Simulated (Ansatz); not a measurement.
`CC([SiH3])(Cl)Cl`. Charge 0, multiplicity 1.

```xyz
11

C    -0.275    1.194   -0.749
C    -0.065   -0.288   -0.549
Si    0.319   -0.810    1.241
Cl   -1.544   -1.170   -1.043
Cl    1.311   -0.835   -1.557
H     0.624    1.738   -0.452
H    -0.489    1.413   -1.796
H    -1.115    1.534   -0.139
H     1.557   -0.110    1.668
H     0.498   -2.277    1.280
H    -0.820   -0.389    2.097
```

(1) List the harmonic frequencies (cm⁻¹, unscaled) at PBE0-D4/def2-TZVP in Ansatz. (Best estimate.)

(2) Is this a minimum?

(3) Give the ideal-gas thermochemistry at 298.15 K and 1 bar (rigid rotor, harmonic oscillator; point group Cs, symmetry number 1).

(4) Rotational constants (cm⁻¹)?

Results:

(1) Computed: 158, 182, 183, 277, 283, 303, 320, 495, 602, 641, 712, 790, 913, 935, 940, 1057, 1080, 1155, 1402, 1469, 1476, 2233, 2242, 2272, 3055, 3140, 3142.

(2) Yes, all 27 modes are real.

(3) Zero-point energy 188.2 kJ/mol; H(298) − E = 209.8 kJ/mol; entropy 352.0 J/(mol·K), of which translation 169.5, rotation 117.4, vibration 65.2; G(298) − E = 104.8 kJ/mol.

(4) 0.0757, 0.07448, 0.05474.
